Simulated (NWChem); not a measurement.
System: CH3BBrFO; SMILES O(B(Br)F)C

```xyz
8

B      0.6408    -0.5811     0.0000
F      1.9592    -0.6037     0.0000
Br    -0.2239     1.1454     0.0000
O     -0.0174    -1.7371     0.0000
C     -1.4080    -1.9425     0.0000
H     -1.6819    -2.5235    -0.8928
H     -1.6819    -2.5235     0.8928
H     -1.9634    -0.9924     0.0000
```
Atoms are numbered in this order, from 1.

Level: PBE0/def2-SVP (NWChem), optimised geometry, unscaled harmonic frequencies. This build's default masses of Se (78.918 u) and Br (79.917 u) are each other's, which moves their modes by up to 0.6 %.

Question: List the harmonic frequencies with IR intensities, and the thermochemistry.

Answer: 
| frequency (cm⁻¹) | IR intensity (km/mol) |
|---|---|
| 40 | 0.1 |
| 162 | 3.0 |
| 192 | 3.4 |
| 321 | 1.1 |
| 418 | 2.8 |
| 555 | 33.1 |
| 572 | 41.3 |
| 1058 | 229.1 |
| 1180 | 26.5 |
| 1191 | 0.2 |
| 1280 | 223.3 |
| 1441 | 190.5 |
| 1474 | 4.4 |
| 1477 | 7.2 |
| 1552 | 412.2 |
| 3060 | 36.1 |
| 3167 | 8.9 |
| 3167 | 12.1 |

```json
{
  "zero_point_energy": "31.9 kcal/mol",
  "thermal correction to the enthalpy at 298.15 K (with zero-point energy)": "36.2 kcal/mol",
  "heat capacity Cv": "18.2 cal/(mol K)",
  "entropy at 298.15 K and 1 atm (symmetry number 1)": "81.6 cal/(mol K)",
  "dipole_moment": "2.46 D"
}
```

Rigid rotor and harmonic oscillator; modes under 100 cm⁻¹ make the entropy uncertain.
